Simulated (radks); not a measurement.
Results of a calculation; reference values are marked as such.
Q: All-electron atom: Tc3+ in [Kr] 4d3 5p1 (not the ground configuration). Level of theory: Dirac Kohn-Sham, PBEsol, spin-unpolarised, spherical densities, point nucleus; open shells are shared between the two j in proportion to 2j + 1 (a radial shooting solver on a logarithmic mesh with Libxc functionals). Some entries of the table are withheld. Estimate them.

orbital      occ.  eigenvalue (eV)  r(max) (bohr)
1s1/2           2        -20882.91        0.02229
2s1/2           2        -3011.380         0.1263
2p1/2           2        -2780.235        0.09816
2p3/2           4        -2662.100         0.1021
3s1/2           2              (1)         0.3726
3p1/2           2        -466.3492         0.3595
3p3/2           4        -446.5741         0.3690
3d3/2           4        -289.4168         0.3096
3d5/2           6        -285.6117         0.3123
4s1/2           2              (2)            (3)
4p1/2           2         -82.8935         0.9986
4p3/2           4         -79.7905          1.022
4d3/2         1.2         -39.9384          1.207
4d5/2         1.8         -39.5605          1.216
5s1/2           0         -30.1930          2.325
5p1/2    0.333333         -23.7704          2.641
5p3/2    0.666667         -23.2795          2.696
4f5/2           0         -11.6094            (4)
4f7/2           0         -11.6066            (5)

A: 
(1) 3s1/2 eigenvalue (eV): -555.1414
(2) 4s1/2 eigenvalue (eV): -109.2996
(3) 4s1/2 r(max) (bohr): 0.9451
(4) 4f5/2 r(max) (bohr): 3.122
(5) 4f7/2 r(max) (bohr): 3.123
